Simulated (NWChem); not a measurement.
System: FeHOF, quintet; SMILES [OH][Fe][F]

Output (shortened):

```
             Northwest Computational Chemistry Package (NWChem) 7.3.0
             --------------------------------------------------------

 CS  symmetry detected

                             Geometry "geometry" -> ""
                             -------------------------

 Output coordinates in angstroms (scale by  1.889725989 to convert to a.u.)

  No.       Tag          Charge          X              Y              Z
 ---- ---------------- ---------- -------------- -------------- --------------
    1 Fe                  26.0000    -0.00382178    -0.01941327     0.00000000
    2 F                    9.0000    -0.00660281    -1.75921293     0.00000000
    3 O                    8.0000    -0.06451019     1.74654160     0.00000000
    4 H                    1.0000     0.67487316     2.36532853     0.00000000

 Effective nuclear repulsion energy (a.u.)     155.4105347743

      Symmetry information
      --------------------

 Group name             Cs
 Group number              2
 Group order               2
 No. of unique centers     4

  pbe96 is a nonlocal functional; adding pw91lda local functional.

                                 NWChem DFT Module
                                 -----------------

 Summary of "ao basis" -> "ao basis" (spherical)
 ------------------------------------------------------------------------------
       Tag                 Description            Shells   Functions and Types
 ---------------- ------------------------------  ------  ---------------------
 Fe                          6-31g*                 12       34   5s4p2d1f
 F                           6-31g*                  6       14   3s2p1d
 O                           6-31g*                  6       14   3s2p1d
 H                           6-31g*                  2        2   2s

      Symmetry analysis of basis
      --------------------------

        a'         45
        a"         19

            General Information
            -------------------
          SCF calculation type: DFT
          Wavefunction type:  spin polarized.
          No. of atoms     :     4
          No. of electrons :    44
           Alpha electrons :    24
            Beta electrons :    20
          Charge           :     0
          Spin multiplicity:     5
          Use of symmetry is: on ; symmetry adaption is: on
          Maximum number of iterations: 150
          AO basis - number of functions:    64
                     number of shells:    26
          Convergence on energy requested:  1.00D-06
          Convergence on density requested:  1.00D-05
          Convergence on gradient requested:  5.00D-04

              XC Information
              --------------
          PerdewBurkeErnzerhof Exchange Functional  1.000
            Perdew 1991 LDA Correlation Functional  1.000 local
           PerdewBurkeErnz. Correlation Functional  1.000 non-local

             Grid Information
             ----------------
          Grid used for XC integration:  medium
          Radial quadrature: Mura-Knowles
          Angular quadrature: Lebedev.
          Tag              B.-S. Rad. Rad. Pts. Rad. Cut. Ang. Pts.
          ---              ---------- --------- --------- ---------
          Fe                  1.40      112           8.0       590
          F                   0.50       49          10.0       434
          O                   0.60       49           8.0       434
          H                   0.35       45          10.0       434
          Grid pruning is: on
          Number of quadrature shells:   255
          Spatial weights used:  Erf1

      Superposition of Atomic Density Guess
      -------------------------------------

 Sum of atomic energies:       -1436.75449433

      Non-variational initial energy
      ------------------------------

 Total energy =   -1435.913857
 1-e energy   =   -2296.676271
 2-e energy   =     705.351879
 HOMO         =      -0.241238
 LUMO         =      -0.227639

   Symmetry analysis of molecular orbitals - initial alpha
   -------------------------------------------------------

  Numbering of irreducible representations:

     1 a'          2 a"

  Orbital symmetries:

     1 a'          2 a'          3 a'          4 a'          5 a"
     6 a'          7 a'          8 a'          9 a'         10 a'
    11 a"         12 a'         13 a'         14 a'         15 a'
    16 a"         17 a'         18 a'         19 a"         20 a'
    21 a'         22 a"         23 a'         24 a"         25 a'
    26 a'         27 a"         28 a'         29 a'         30 a'
    31 a"         32 a'         33 a'         34 a'

   Symmetry analysis of molecular orbitals - initial beta
   ------------------------------------------------------

  Numbering of irreducible representations:

     1 a'          2 a"

  Orbital symmetries:

     1 a'          2 a'          3 a'          4 a'          5 a"
     6 a'          7 a'          8 a'          9 a'         10 a'
    11 a"         12 a'         13 a'         14 a'         15 a'
    16 a"         17 a'         18 a'         19 a"         20 a'
    21 a'         22 a"         23 a'         24 a"         25 a'
    26 a'         27 a"         28 a'         29 a'         30 a'
    31 a"         32 a'         33 a'         34 a'

     ---------------------------------------------
      Total Density - Mulliken Population Analysis
     ---------------------------------------------

    Atom       Charge   Shell Charges
 -----------   ------   -------------------------------------------------------
    1 Fe  26    24.66   2.00  2.00  6.00  2.00  6.00  0.64  0.08  0.47  0.04  3.33  2.10  0.01
    2 F    9     9.75   2.00  0.96  3.52  1.01  2.25  0.01
    3 O    8     9.16   2.00  0.94  3.16  0.92  2.13  0.01
    4 H    1     0.44   0.35  0.08

     --------------------------------------------
      Spin Density - Mulliken Population Analysis
     --------------------------------------------

    Atom       Charge   Shell Charges
 -----------   ------   -------------------------------------------------------
    1 Fe  26     3.84   0.00  0.00  0.00  0.00  0.00  0.00  0.00  0.00  0.00  2.43  1.40  0.00
    2 F    9     0.05   0.00  0.00  0.04 -0.00  0.01  0.00
    3 O    8     0.10   0.00  0.00  0.07  0.00  0.02  0.00
    4 H    1     0.01   0.01  0.00

[...]
```

Level: PBE/6-31G* (spherical d), spin-unrestricted. In the optimisation the excess spin sits in a' and a" (Cs, its own frame). Geometry: optimised at B3LYP/6-31G* (spherical d), spin-unrestricted. The spin multiplicity was typed, not searched, and may not be the lowest. No stability test was run on the SCF state.

Problem. Write an input that gives this output.

Solution. Several could match; the one computed here: the input that was run:
```
start job
memory heap 200 mb stack 900 mb global 1100 mb
geometry units angstroms noautoz
  Fe     0.279954    -0.037661     0.000000
  F      0.173500    -1.774203     0.000000
  O      0.324610     1.728772     0.000000
  H      1.099554     2.302398     0.000000
end
basis spherical
  * library 6-31g*
end
dft
  odft
  mult 5
  xc xpbe96 cpbe96
  iterations 150
  mulliken
end
task dft energy
```
